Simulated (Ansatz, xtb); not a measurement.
**Two isomers of C5H9ClO**

Structure I is `CC(C)(C)C(=O)Cl`, a singlet and structure II is `C[C@H](Cl)CCC=O`, a singlet. Both are isolated molecules in the gas phase, relaxed with B3LYP/def2-SVP; the shapes shown needn't be the lowest conformers.

I (Å):

```yaml
atoms:
  - { symbol: C, position_ang: [0.1719, 1.7200, -2.2001] }
  - { symbol: C, position_ang: [-0.4649, 1.2653, -0.8697] }
  - { symbol: C, position_ang: [-0.8351, 2.4889, -0.0128] }
  - { symbol: C, position_ang: [0.5088, 0.3497, -0.0979] }
  - { symbol: C, position_ang: [-1.7614, 0.4984, -1.1625] }
  - { symbol: Cl, position_ang: [-1.5186, -1.0057, -2.1795] }
  - { symbol: O, position_ang: [-2.8552, 0.7786, -0.8066] }
  - { symbol: H, position_ang: [0.4444, 0.8627, -2.8309] }
  - { symbol: H, position_ang: [1.0845, 2.2979, -1.9851] }
  - { symbol: H, position_ang: [-0.5120, 2.3671, -2.7716] }
  - { symbol: H, position_ang: [-1.3041, 2.1870, 0.9353] }
  - { symbol: H, position_ang: [0.0733, 3.0663, 0.2180] }
  - { symbol: H, position_ang: [-1.5405, 3.1483, -0.5394] }
  - { symbol: H, position_ang: [1.4245, 0.9139, 0.1390] }
  - { symbol: H, position_ang: [0.7881, -0.5326, -0.6900] }
  - { symbol: H, position_ang: [0.0685, 0.0050, 0.8510] }
```

II (Å):

```xyz
16

C    -0.7261   -1.9164    1.1630
C    -0.8834   -0.8564    0.0849
C    -0.4132    0.5283    0.5301
C    -0.6099    1.6465   -0.4919
C    -2.0459    2.0432   -0.7368
Cl    0.0543   -1.3815   -1.4070
O    -3.0044    1.5397   -0.2039
H     0.3241   -2.0016    1.4834
H    -1.3372   -1.6463    2.0404
H    -1.0581   -2.9001    0.8014
H    -1.9270   -0.8048   -0.2510
H     0.6518    0.4676    0.8079
H    -0.9736    0.7773    1.4478
H    -0.1663    1.3738   -1.4672
H    -0.0753    2.5647   -0.1834
H    -2.1781    2.8789   -1.4754
```

Quicker runs give these differences E(II) − E(I): GFN2-xTB +15.6 kcal/mol; HF/STO-3G +10.9 kcal/mol (at GFN2-xTB geometries); r2SCAN-D4/def2-SVP +13.7 kcal/mol (at GFN2-xTB geometries).

Problem. Estimate E(II) − E(I) at the level CCSD(T)/def2-SVP + ΔMP2/def2-TZVPP.

Solution. Calculated at CCSD(T)/def2-SVP + ΔMP2/def2-TZVPP: E(II) − E(I) = +11.1 kcal/mol, so structure I lies lower.

Level by level:

```csv
level,geometry,E(II) − E(I) (kcal/mol),departure from the last row (kcal/mol),"job, with rough time for the two"
GFN2-xTB,GFN2-xTB,+15.6,+4.5,"optimisation, 0.13 s"
HF/STO-3G,GFN2-xTB,+10.9,−0.2,"single point, 0.36 s"
r2SCAN-D4/def2-SVP,GFN2-xTB,+13.7,+2.6,"single point, 4.2 s"
B3LYP/def2-SVP,B3LYP/def2-SVP,+10.3,−0.8,"optimisation, 47 s"
HF/def2-SVP,B3LYP/def2-SVP,+5.4,−5.7,part of the CCSD(T) run
MP2/def2-SVP,B3LYP/def2-SVP,+14.3,+3.2,part of the CCSD(T) run
CCSD(T)/def2-SVP,B3LYP/def2-SVP,+12.3,+1.2,single point
CCSD(T)/def2-SVP + ΔMP2/def2-TZVPP,B3LYP/def2-SVP,+11.1,,"single point, 88 s"
```

As drawn, both hold the same kinds of bond in the same numbers. Structure I has 3 methyl groups, II 1.

None of the levels shown reverses the order. The largest departure from CCSD(T)/def2-SVP + ΔMP2/def2-TZVPP is that of HF/def2-SVP, 5.7 kcal/mol. The last row adds to CCSD(T) the change of the MP2 difference between the two basis sets, here −1.2 kcal/mol.

With thermal terms from frequencies at re-optimised GFN2-xTB minima (ideal gas, soft modes damped towards free rotors, one conformer each, 298.15 K, 1 atm): the zero-point term adds −0.4 kcal/mol; ΔH is +10.5 and ΔG +10.4 kcal/mol.

The correlated steps freeze 11 core orbitals. Mirror images aren't counted in ΔG. Codes used: Ansatz 0.2.0, xtb 6.7.1; the last row on 4 threads of Arm Neoverse V2 on a shared host.
